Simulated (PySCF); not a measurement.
CH4AlF. Atoms are numbered in the order given.

```xyz
7

Al    -0.2077    -0.4349     0.1103
H     -1.0062    -1.7843     0.3737
F      1.2737    -0.3172     0.8784
C     -0.8150     1.0447    -1.0030
H     -1.7251     1.4993    -0.5789
H     -1.0843     0.6917    -2.0113
H     -0.0574     1.8339    -1.1046
```
Charge 0, spin multiplicity 1.

The structure is a stationary point at PBE-D3(BJ)/def2-TZVP.

Method: PBE-D3(BJ)/def2-TZVP run with PySCF.

Frequencies are harmonic and unscaled.

Computed normal modes with their intensities:
```
mode  ν (cm⁻¹)  IR (km/mol)  Raman (Å⁴/amu)  depolarisation  moving atoms (share of kinetic energy)
----  --------  -----------  --------------  --------------  --------------------------------------
1           29          0.1             0.3            0.75                                  H 90 %
2          199         12.8             1.5            0.75         F 34 %, Al 26 %, H 23 %, C 17 %
3          393         62.9             1.3            0.75                         H 87 %, Al 11 %
4          557         25.4            13.3            0.30                          H 68 %, C 26 %
5          640         88.3             9.3            0.04         H 34 %, C 29 %, Al 27 %, F 10 %
6          662        103.0             1.6            0.73                  H 73 %, C 16 %, Al 9 %
7          714         24.3             5.8            0.65                  H 71 %, C 15 %, F 12 %
8          820        201.1             0.8            0.25                 Al 46 %, F 39 %, H 12 %
9         1180         20.8             8.9            0.15                          H 80 %, C 19 %
10        1397          1.5             3.5            0.69                                  H 96 %
11        1399          1.6             1.8            0.75                                  H 95 %
12        1895        174.7           180.8            0.13                                  H 96 %
13        2963          2.0           160.1            0.00                                  H 97 %
14        3032          5.1            75.4            0.75                           H 91 %, C 9 %
15        3061          5.9            80.0            0.70                           H 91 %, C 9 %
```
